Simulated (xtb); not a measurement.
methane (CH$_{4}$), singlet, at a GFN2-xTB geometry. Base run: GFN2-xTB (xtb).

Geometry (Å):
```xyz
5

C      0.0000     0.0000     0.0000
H      0.6366     0.6271     0.6104
H     -0.6280    -0.6069     0.6390
H      0.6129    -0.6424    -0.6187
H     -0.6214     0.6222    -0.6307
```
Charge 0, spin multiplicity 1.
All else is at xtb's defaults.
Base energy -4.17522 Eh.

Variants of this job, named by their change:

| change | ΔE vs base (kJ/mol) | HOMO-LUMO gap (eV) | G_solv (kcal/mol) | SCF cycles |
|---|---|---|---|---|
| base | 0.00 | 17.35 | - | 7 |
| etemp = 5000 | 0.00 | 17.35 | - | 7 |
| alpb = acetone | -2.35 | 17.35 | -0.57 | 7 |
| etemp = 3000 | 0.00 | 17.35 | - | 7 |
| gbsa = chcl3 | -1.78 | 17.35 | -0.43 | 7 |
| acc = 0.0001 | 0.00 | 17.35 | - | 9 |
| alpb = acetonitrile | -0.21 | 17.35 | -0.05 | 7 |

ALPB and GBSA are two models with their own fitted parameters for each solvent, which aren't always the measured dielectric constant.
